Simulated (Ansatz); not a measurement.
GaS+, multiplicity 3 (lowest of 2S+1 = 1, 3, 5 at CCSD(T)/def2-TZVPP on PBE0 minima; our sources give no spin for the ground state, which may be another), most abundant isotopes (31.9721 and 68.9256 u). Constants from fifth-degree fits in 1/R to seven points on the lowest solution found; no spin–orbit coupling, no relativity up to Kr; ω_e x_e and α_e move by some per cent with the fit.

Correlated levels freeze the inner cores; with def2 sets outer-core shells near the valence are correlated too. CBS(a, b) extrapolates the correlation energy as X⁻³ and adds the Hartree–Fock energy of set b.

Codes used: Ansatz (a program for electronic structure). Values without a source in brackets are computed.

| level | r_e (Å) | ω_e (cm⁻¹) | ω_e x_e (cm⁻¹) | α_e (cm⁻¹) |
|---|---|---|---|---|
| PBE/def2-TZVPP | 2.2930 | 281.9 | 3.67 | 0.00171 |
| CCSD(T)/CBS(def2-TZVPP, def2-QZVPP) | 2.2653 | 267.5 | 6.47 | 0.00252 |

Problem. Derive the rotational constants, the centrifugal constant, the fundamental, the zero-point energy and the force constant.

Solution. 
μ = 21.84088 u.
- PBE/def2-TZVPP: B_e = 16.8576/(μ r_e²) = 0.14680 cm⁻¹; B₀ = B_e − α_e/2 = 0.14594 cm⁻¹; D = 4B_e³/ω_e² = 1.59e-07 cm⁻¹; fundamental ω_e − 2ω_e x_e = 275 cm⁻¹; zero-point energy ω_e/2 − ω_e x_e/4 = 140 cm⁻¹; k = μ(2πcω_e)² = 102 N/m
- CCSD(T)/CBS(def2-TZVPP, def2-QZVPP): B_e = 16.8576/(μ r_e²) = 0.15041 cm⁻¹; B₀ = B_e − α_e/2 = 0.14915 cm⁻¹; D = 4B_e³/ω_e² = 1.90e-07 cm⁻¹; fundamental ω_e − 2ω_e x_e = 255 cm⁻¹; zero-point energy ω_e/2 − ω_e x_e/4 = 132 cm⁻¹; k = μ(2πcω_e)² = 92.1 N/m
